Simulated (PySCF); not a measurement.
# Fractional electron number in Ti (titanium, neutral)

The 4s beta orbital of [Ar] 3d2 4s2 is emptied in steps (occupation f), with all orbitals relaxed, ending at [Ar] 3d2 4s1. Computed with PySCF 2.14 in aug-pcseg-2 (7s5p4d3f2g, 81 functions), with no relativity, point nucleus. The exact energy is a straight line in f; departures are measured from the line between the end points of the same method.

```csv
f,TPSS (eV)
1,0.000
0.8,-0.391
0.6,-0.597
0.4,-0.618
0.2,-0.440
0,0.000
```

**Question.** For TPSS, how does the orbital energy at f = 1 compare with the removal energy?

**Answer.** −ε = 4.086 eV against a total-energy difference of 6.502 eV. By Janak's theorem ε = ∂E/∂f, so the gap between them reflects the curvature. Along the path −ε is 5.010 (f = 0.8), 5.932 (f = 0.6), 6.868 (f = 0.4), 7.975 (f = 0.2) eV.

Reference removal energy between the ground levels: 6.828 eV (measured; NIST Atomic Spectra Database, ionization energies). The calculation has no spin-orbit coupling.
